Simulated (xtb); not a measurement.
FH2NSe, SMILES N[Se]F. All values are semi-empirical tight-binding results from xtb (GFN2-xTB unless named), good for trends rather than for accurate numbers. Geometry: GFN2-xTB. One conformer was computed; it need not be the lowest.

The point group as xtb finds it is Cs and the orbital gap is 2.91 eV. The zero-point energy is 16.3 kcal/mol and the G − E(el) at 298.15 K (modified RRHO) is -1.0 kcal/mol. The static polarisability (D4 model) is 41.6 bohr³ and the solvation energy, GFN2-xTB/ALPB(water) is -6.4 kcal/mol. The solvation energy, GFN2-xTB/ALPB(chcl3) is -4.3 kcal/mol.
